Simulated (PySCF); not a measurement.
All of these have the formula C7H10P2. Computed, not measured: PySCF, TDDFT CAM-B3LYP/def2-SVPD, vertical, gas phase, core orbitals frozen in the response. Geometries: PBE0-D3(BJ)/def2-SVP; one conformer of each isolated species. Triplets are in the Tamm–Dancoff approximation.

A. `P(c1cc(C)ccc1)P`
B. `CCC1=PC=CP=C1C`
C. `CCc1ccpc(C)p1`

Lowest singlet levels (six at most, fewer where fewer were computed) with oscillator strengths:

1. 302 nm (f 0.002); 293 nm (f 0.017); 282 nm (f 0.000); 273 nm (f 0.064); 237 nm (f 0.262); 236 nm (f 0.002); T1 2.76 eV
2. 294 nm (f 0.004); 290 nm (f 0.158); 268 nm (f 0.025); 266 nm (f 0.001); 236 nm (f 0.288); 233 nm (f 0.001); T1 2.42 eV
3. 248 nm (f 0.138); 238 nm (f 0.029); 217 nm (f 0.038); 214 nm (f 0.026); 209 nm (f 0.050); 204 nm (f 0.034); T1 3.86 eV

**Question.** Which spectrum belongs to which structure?

**Answer.** 1 = C, 2 = B, 3 = A.
- A: S1 at 5.00 eV, HOMO→LUMO (82%); Löwdin shares by element: HOMO phosphorus 68%, carbon 12% or more (atoms not listed hold the other 20%); LUMO carbon 30% or more, phosphorus 27% (atoms not listed hold the other 44%); HOMO -7.71 and LUMO 0.14 eV.
- B: S1 at 4.22 eV, HOMO→LUMO+1 (52%), HOMO-1→LUMO (46%); Löwdin shares by element: HOMO phosphorus 50%, carbon 24% or more (atoms not listed hold the other 26%); LUMO phosphorus 55%, carbon 21% or more (atoms not listed hold the other 24%); HOMO -7.79 and LUMO -1.15 eV.
- C: S1 at 4.10 eV, HOMO→LUMO+1 (49%), HOMO-1→LUMO (40%); Löwdin shares by element: HOMO carbon 38% or more, phosphorus 36% (atoms not listed hold the other 26%); LUMO phosphorus 40%, carbon 36% or more (atoms not listed hold the other 25%); HOMO -8.02 and LUMO -0.87 eV.
B and C have S1 within 0.12 eV of each other; their strongest listed levels stand at 5.25 eV (f 0.288) and 5.23 eV (f 0.262).
